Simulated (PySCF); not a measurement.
oxadisiletane (CH6OSi2), SMILES C1O[SiH2][SiH2]1.

The structure is a stationary point at TPSSh-D3(BJ)/def2-SVP.

Level of theory: TDDFT-PBE0/def2-SVPD (PySCF 2.14.0).

Vertical excitations.  State labels are in the subgroup Cs.

```
state  symmetry  energy (eV)  λ (nm)      f                                                              main pairs
-----  --------  -----------  ------  -----  ----------------------------------------------------------------------
S1           A'         6.04     205  0.066                                        HOMO→LUMO 77 %, HOMO→LUMO+1 19 %
S2           A"         6.09     204  0.000                                                        HOMO−1→LUMO 95 %
S3           A'         6.32     196  0.016                                                        HOMO−2→LUMO 82 %
S4           A'         6.47     191  0.123  HOMO→LUMO+1 48 %, HOMO−2→LUMO+1 24 %, HOMO−2→LUMO 15 %, HOMO→LUMO 11 %
S5           A"         6.56     189  0.001                                                      HOMO−1→LUMO+1 93 %
S6           A"         6.73     184  0.021                                    HOMO→LUMO+2 78 %, HOMO−2→LUMO+2 17 %
S7           A'         6.75     184  0.058                                    HOMO−2→LUMO+1 68 %, HOMO→LUMO+1 22 %
S8           A"         6.97     178  0.023                                    HOMO−2→LUMO+2 81 %, HOMO→LUMO+2 16 %
S9           A'         7.02     177  0.043                                                      HOMO−1→LUMO+2 90 %
S10          A'         7.13     174  0.004                                                        HOMO→LUMO+3 97 %
T1           A'         5.29     235      0                                                          HOMO→LUMO 94 %
T2           A'         5.57     223      0                                                        HOMO→LUMO+1 92 %
T3           A"         5.67     219      0                                                        HOMO→LUMO+2 96 %
T4           A"         5.79     214      0                                                        HOMO−1→LUMO 91 %
```
Triplets are in the Tamm–Dancoff approximation, which puts them higher than full response would, so one can lie above its singlet here.
